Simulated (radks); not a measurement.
Question: Be3+, 1 electrons, occupied as 1s0.75 2p0.25 (fractional occupations, a model configuration). Calculated with a radial shooting solver on a logarithmic mesh with Libxc functionals: Dirac Kohn-Sham, PBEsol, spin-unpolarised, spherical densities, finite nucleus; open shells are shared between the two j in proportion to 2j + 1; Fermi nuclear charge, rms radius 2.519 fm. Some entries of the table are withheld. Estimate them.

orbital,occ.,eigenvalue (hartree),<1/r> (bohr^-1)
1s1/2,0.75,-7.08739,3.979
2p1/2,0.0833333,(1),(2)
2p3/2,0.166667,(3),(4)

Answer: 
(1) 2p1/2 eigenvalue (hartree): -1.43874
(2) 2p1/2 <1/r> (bohr^-1): 0.8968
(3) 2p3/2 eigenvalue (hartree): -1.43844
(4) 2p3/2 <1/r> (bohr^-1): 0.8965
